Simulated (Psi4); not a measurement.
HgI (SMILES [I][Hg+]), charge +1, singlet, at a GFN2-xTB geometry (such geometries of metal compounds can be far from the true shape) (core potentials on Hg, I); B3LYP/def2-SVP run with Psi4.

Psi4 was given this input:
```
memory 2 GB

molecule {
1 1
  Hg   -0.00000000   -0.00000000   -1.01427299
  I     0.00000000    0.00000000    1.53097810
}

set basis def2-svp

energy('b3lyp')
print_variables()
```

Output, abridged:

```
   => Loading Basis Set <=

    Name: DEF2-SVP
    Role: ORBITAL
    Keyword: BASIS

    !!!  WARNING: ECP capability is in beta. Please check occupations closely.  !!!

         ---------------------------------------------------------
                                   SCF
               by Justin Turney, Rob Parrish, Andy Simmonett
                          and Daniel G. A. Smith
                              RKS Reference
         ---------------------------------------------------------

  ==> Geometry <==

    Molecular point group: c2v
    Full point group: C_inf_v

    Geometry (in Angstrom), charge = 1, multiplicity = 1:

       Center              X                  Y                   Z               Mass
    ------------   -----------------  -----------------  -----------------  -----------------
         HG           0.000000000000     0.000000000000    -0.982147114216   201.970643400000
         I            0.000000000000     0.000000000000     1.563103975784   126.904471900000

  Running in c2v symmetry.

  Rotational constants: A = ************  B =      0.03339  C =      0.03339 [cm^-1]
  Rotational constants: A = ************  B =   1000.97164  C =   1000.97164 [MHz]
  Nuclear repulsion =  103.953832442912343

  Charge       = 1
  Multiplicity = 1
  Electrons    = 44
  Nalpha       = 22
  Nbeta        = 22

  ==> Algorithm <==

  SCF Algorithm Type is DF.
  DIIS enabled.
  MOM disabled.
  Fractional occupation disabled.
  Guess Type is SAD.
  Energy threshold   = 1.00e-06
  Density threshold  = 1.00e-06
  Integral threshold = 1.00e-12

  ==> Primary Basis <==

  Basis Set: DEF2-SVP
    Blend: DEF2-SVP
    Number of shells: 22
    Number of basis functions: 58
    Number of Cartesian functions: 65
    Spherical Harmonics?: true
    Max angular momentum: 3

  Core potential: DEF2-SVP
    Number of shells: 8
    Number of ECP primitives: 39
    Number of ECP core electrons: 88
    Max angular momentum: 3

  ==> DFT Potential <==

   => LibXC <=

    Version 7.1.2
    S. Lehtola, C. Steigemann, M. J. T. Oliveira, and M. A. L. Marques,  SoftwareX 7, 1–5 (2018) (10.1016/j.softx.2017.11.002)

   => Composite Functional: B3LYP <=

    B3LYP Hyb-GGA Exchange-Correlation Functional

    P. J. Stephens, F. J. Devlin, C. F. Chabalowski, and M. J. Frisch,  J. Phys. Chem. 98, 11623 (1994) (10.1021/j100096a001)

    Deriv               =              1
    GGA                 =           TRUE
    Meta                =          FALSE

    Exchange Hybrid     =           TRUE
    MP2 Hybrid          =          FALSE

   => Exchange Functionals <=

    0.0800   Slater exchange
    0.7200         Becke 88

   => Exact (HF) Exchange <=

    0.2000               HF

   => Correlation Functionals <=

    0.1900   Vosko, Wilk & Nusair (VWN5_RPA)
    0.8100   Lee, Yang & Parr

   => LibXC Density Thresholds  <==

    XC_HYB_GGA_XC_B3LYP:  1.00E-15

   => Molecular Quadrature <=

    Radial Scheme          =       TREUTLER
    Pruning Scheme         =           NONE
    Nuclear Scheme         =       TREUTLER

    Blocking Scheme        =         OCTREE
    BS radius alpha        =              1
    Pruning alpha          =              1
    Radial Points          =             75
    Spherical Points       =            302
    Total Points           =          41024
    Total Blocks           =            393
    Max Points             =            253
    Max Functions          =             58
    Weights Tolerance      =       1.00E-15

   => Loading Basis Set <=

    Name: (DEF2-SVP AUX)
    Role: JKFIT
    Keyword: DF_BASIS_SCF

  ==> Integral Setup <==

  SCF_SUBTYPE=INCORE selected. In-core MEM_DF algorithm will be used.
  Using in-core AOs.

  ==> MemDFJK: Density-Fitted J/K Matrices <==

    J tasked:                   Yes
    K tasked:                   Yes
    wK tasked:                   No
    Algorithm:                 Core
    Schwarz Cutoff:           1E-12
    Mask sparsity (%):       0.4756
    Fitting Condition:        1E-10

   => Auxiliary Basis Set <=

  Basis Set: (DEF2-SVP AUX)
    Blend: DEF2-UNIVERSAL-JKFIT
    Number of shells: 97
    Number of basis functions: 465
    Number of Cartesian functions: 674
    Spherical Harmonics?: true
    Max angular momentum: 6

  Minimum eigenvalue in the overlap matrix is 1.0302783442E-02.
  Reciprocal condition number of the overlap matrix is 2.7947080377E-03.
    Using symmetric orthogonalization.

  ==> Pre-Iterations <==

  SCF Guess: Superposition of Atomic Densities via on-the-fly atomic UHF (no occupation information).

   -------------------------
    Irrep   Nso     Nmo
   -------------------------
     A1        27      27
     A2         5       5
     B1        13      13
     B2        13      13
   -------------------------
    Total      58      58
   -------------------------

  ==> Iterations <==

                           Total Energy        Delta E     RMS |[F,P]|

   @DF-RKS iter SAD:  -447.78478929710531   -4.47785e+02   0.00000e+00
    Occupation by irrep:
             A1    A2    B1    B2
    DOCC [    11,    2,    4,    5 ]
    NA   [    11,    2,    4,    5 ]
    NB   [    11,    2,    4,    5 ]

   @DF-RKS iter   1:  -450.70291435208344   -2.91813e+00   1.96601e-02 ADIIS/DIIS
    Occupation by irrep:
             A1    A2    B1    B2
    DOCC [    10,    2,    5,    5 ]
    NA   [    10,    2,    5,    5 ]
    NB   [    10,    2,    5,    5 ]

   @DF-RKS iter   2:  -448.76034942376413    1.94256e+00   4.86334e-02 ADIIS/DIIS
   @DF-RKS iter   3:  -451.00182264270603   -2.24147e+00   6.82530e-03 ADIIS/DIIS
   @DF-RKS iter   4:  -451.02941135448168   -2.75887e-02   1.32857e-03 ADIIS/DIIS
   @DF-RKS iter   5:  -451.02975826098611   -3.46907e-04   6.67719e-04 ADIIS/DIIS
   @DF-RKS iter   6:  -451.03006887045478   -3.10609e-04   2.43195e-04 ADIIS/DIIS
   @DF-RKS iter   7:  -451.03011152805539   -4.26576e-05   5.78743e-05 DIIS
   @DF-RKS iter   8:  -451.03011497008129   -3.44203e-06   7.55049e-06 DIIS
   @DF-RKS iter   9:  -451.03011500829058   -3.82093e-08   1.81410e-06 DIIS
   @DF-RKS iter  10:  -451.03011501063725   -2.34667e-09   2.75911e-07 DIIS
  Energy and wave function converged.

  ==> Post-Iterations <==

   Electrons on quadrature grid:
      Ntotal   =   43.9999863104 ; deviation = -1.369e-05

    Orbital Energies [Eh]
    ---------------------

    Doubly Occupied:

       1A1    -7.082686     2A1    -5.115719     1B1    -5.091628
       1B2    -5.091628     3A1    -4.755273     4A1    -2.899252
       2B1    -2.887040     2B2    -2.887040     5A1    -2.162294
       3B1    -2.154981     3B2    -2.154981     1A2    -2.134745
       6A1    -2.134726     7A1    -0.929585     8A1    -0.742556
       4B1    -0.738087     4B2    -0.738087     9A1    -0.722010
       2A2    -0.722005    10A1    -0.585628     5B1    -0.484276
       5B2    -0.484276

    Virtual:

      11A1    -0.402059     6B1    -0.221226     6B2    -0.221226
      12A1    -0.148545    13A1    -0.067271     7B1     0.125314
       7B2     0.125314    14A1     0.127271    15A1     0.153887
       3A2     0.183708    16A1     0.183709     8B1     0.217283
       8B2     0.217283    17A1     0.270204     4A2     0.270204
      18A1     0.322228     9B1     0.417893     9B2     0.417893
      19A1     0.433712    10B1     0.556727    10B2     0.556727
      20A1     0.840054     5A2     1.281799    21A1     1.281805
      11B1     1.292135    11B2     1.292135    12B1     1.292671
      12B2     1.292671    22A1     1.348235    23A1     1.777026
      13B1    18.348672    13B2    18.348672    24A1    18.544227
      25A1    32.766521    26A1    55.637285    27A1   118.993195

    Final Occupation by Irrep:
             A1    A2    B1    B2
    DOCC [    10,    2,    5,    5 ]
    NA   [    10,    2,    5,    5 ]
    NB   [    10,    2,    5,    5 ]

  @DF-RKS Final Energy:  -451.03011501063725

   => Energetics <=

    Nuclear Repulsion Energy =            103.9538324429123435
    One-Electron Energy =                -983.9504054175976080
    Two-Electron Energy =                 458.2558901359320771
    DFT Exchange-Correlation Energy =     -29.2894321718840445
    Empirical Dispersion Energy =           0.0000000000000000
    VV10 Nonlocal Energy =                  0.0000000000000000
    Total Energy =                       -451.0301150106372461

Computation Completed

Properties will be evaluated at   0.000000,   0.000000,   0.000000 [a0]

Properties computed using the SCF density matrix

 Multipole Moments:

 ------------------------------------------------------------------------------------
     Multipole            Electronic (a.u.)      Nuclear  (a.u.)        Total (a.u.)
 ------------------------------------------------------------------------------------

 L = 1.  Multiply by 2.5417464519 to convert [e a0] to [Debye]
 Dipole X            :          0.0000000            0.0000000            0.0000000
 Dipole Y            :          0.0000000            0.0000000            0.0000000
 Dipole Z            :        -37.5779808           36.7261793           -0.8518016
 Magnitude           :                                                    0.8518016

 ------------------------------------------------------------------------------------

  Variable Map:
  ----------------------------------------------------------------------------
  "CURRENT ENERGY"              =>    -451.030115010637
  "CURRENT REFERENCE ENERGY"    =>    -451.030115010637
  "DD SOLVATION ENERGY"         =>       0.000000000000
  "DFT FUNCTIONAL TOTAL ENERGY" =>    -451.030115010637
  "DFT TOTAL ENERGY"            =>    -451.030115010637
  "DFT VV10 ENERGY"             =>       0.000000000000
  "DFT XC ENERGY"               =>     -29.289432171884
  "GRID ELECTRONS ALPHA"        =>      21.999993155215
  "GRID ELECTRONS BETA"         =>      21.999993155215
  "GRID ELECTRONS TOTAL"        =>      43.999986310429
  "NUCLEAR REPULSION ENERGY"    =>     103.953832442912
  "ONE-ELECTRON ENERGY"         =>    -983.950405417598
  "PCM POLARIZATION ENERGY"     =>       0.000000000000
  "PE ENERGY"                   =>       0.000000000000
  "SCF ITERATION ENERGY"        =>    -451.030115010637
  "SCF ITERATIONS"              =>      10.000000000000
  "SCF TOTAL ENERGY"            =>    -451.030115010637
  "TWO-ELECTRON ENERGY"         =>     458.255890135932
  "XC GRID RADIAL POINTS"       =>      75.000000000000
  "XC GRID SPHERICAL POINTS"    =>     302.000000000000
  "XC GRID TOTAL POINTS"        =>   41024.000000000000

  Array Variable Map:
  ----------------------------------------------------------------------------
  "CURRENT DIPOLE"              =>       0.000000000000 ... -0.851801552678 1 by 3
  "SCF DIPOLE"                  =>       0.000000000000 ... -0.851801552678 1 by 3
  "SCF TOTAL ENERGIES"          =>    -447.784789297105 ... -451.030115010637 1 by 11
```
